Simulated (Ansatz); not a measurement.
C2H7GeNO at its PBE0-D4/def2-TZVP geometry, where that method's forces vanish. Total charge 0; spin multiplicity 1. The bonds changed during the relaxation, so this is another structure than the one it started from.

```tsv
atom	x (Å)	y (Å)	z (Å)
C1	0.223	2.249	-0.788
O2	-0.238	0.906	-0.938
C3	0.045	0.080	0.050
N4	-0.296	-1.138	0.052
Ge5	0.170	-2.426	1.638
H6	-0.104	2.781	-1.677
H7	-0.217	2.710	0.098
H8	1.313	2.275	-0.725
H9	0.600	0.472	0.904
H10	-0.810	-1.449	-0.766
H11	-1.333	-2.957	1.590
H12	0.649	-3.503	0.564
```

Task: For each bond, give half the difference of the two atoms' forces along it (eV/Å; positive pushes the atoms apart) under PBE-D4, r2SCAN-D4, B3LYP-D4, ωB97M-V in def2-TZVPP. (Estimate.)

Result: Computed: 
```
   bond  length (Å)  PBE-D4  r2SCAN-D4  B3LYP-D4  ωB97M-V
  C1–O2       1.427    0.22       0.31      0.25     0.22
  C1–H6       1.087    0.07      -0.09     -0.13    -0.10
  C1–H7       1.092    0.07      -0.08     -0.08    -0.10
  C1–H8       1.092    0.07      -0.08     -0.08    -0.10
  O2–C3       1.319    0.30       0.16      0.20     0.20
  C3–N4       1.264    0.56       0.29      0.01    -0.05
  C3–H9       1.092   -0.14      -0.18     -0.16    -0.14
 N4–Ge5       2.095   -0.18      -0.14      0.16     0.14
 N4–H10       1.015    0.11      -0.03     -0.07    -0.08
Ge5–H11       1.595    0.21      -0.02      0.05    -0.10
Ge5–H12       1.595    0.21      -0.02      0.05    -0.10
```

B3LYP here is the variant with VWN-RPA as its local correlation; programs differ in this.
